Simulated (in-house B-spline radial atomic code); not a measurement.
A fraction x of an electron is removed from 6s in neutral holmium, starting from [Xe] 4f11 6s2 and keeping the highest spin. Method: scalar-relativistic (X2C) RPBE, spin-polarised, spherical fractional occupations, Fermi nucleus of rms radius 5.2022 fm. Calculated with an all-electron radial atomic-structure program (B-spline basis).

```
   x  E(x) - E(0) (eV)  6s down level (eV)
   0            0.0000              -3.688
0.09            0.3495              -4.079
0.15            0.6021              -4.342
0.27            1.1548              -4.872
0.47            2.2189              -5.775
 0.5            2.3943              -5.914
0.62            3.1380              -6.487
0.73            3.8824              -7.057
0.75            4.0246              -7.167
0.91            5.2481              -8.148
   1            6.0007                   -
```

The exact functional would give a straight line between the two integer points. Deviations E(x) - E(0) - x[E(1) - E(0)], in eV: -0.191 at x = 0.09, -0.298 at x = 0.15, -0.465 at x = 0.27, -0.601 at x = 0.47, -0.606 at x = 0.5, -0.582 at x = 0.62, -0.498 at x = 0.73, -0.476 at x = 0.75, -0.213 at x = 0.91.

The curve lies below the straight line by up to 0.606 eV (at x = 0.5): convex, the delocalisation error that favours fractional charges.

Q: How well does Slater's transition state (minus the level at half occupation) give the ionisation energy?

A: It gives 5.914 eV against 6.001 eV from the two total energies; NIST lists 6.02 eV, ground level to ground level.
